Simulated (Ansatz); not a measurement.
Mulliken charges of BFH$_{2}$O$_{3}$Zn, SMILES `OB(O)[O][Zn][F]` from r2SCAN/def2-TZVPP in Ansatz (PBE0-D4/def2-TZVP geometry).

| atom | x (Å) | y (Å) | z (Å) | charge (e) |
| --- | --- | --- | --- | --- |
| O1 | -0.254 | -2.014 | 0.068 | -0.306 |
| B2 | -0.176 | -0.649 | 0.044 | 0.515 |
| O3 | 0.998 | 0.060 | -0.229 | -0.364 |
| O4 | -1.267 | 0.099 | 0.292 | -0.476 |
| Zn5 | -0.916 | 1.846 | 0.201 | 0.721 |
| F6 | -0.743 | 3.576 | 0.151 | -0.468 |
| H7 | 0.562 | -2.479 | -0.119 | 0.187 |
| H8 | 1.795 | -0.439 | -0.409 | 0.192 |

By hand: the dipole of these point charges (1 e Å = 4.8032 D).

Σ q r = (0.364, -0.677, -0.080) e Å, of length 0.773 e Å = 3.71 D.

How does the dipole of the full density compare? (Estimate.)

Computed: (0.563, -0.498, -0.127) e Å, 3.66 D; the point charges give 1.01 times that, at 20° from its direction.

Point charges leave out the atoms' own dipoles, such as those of lone pairs, and Mulliken's split depends on the basis, so the two needn't agree.
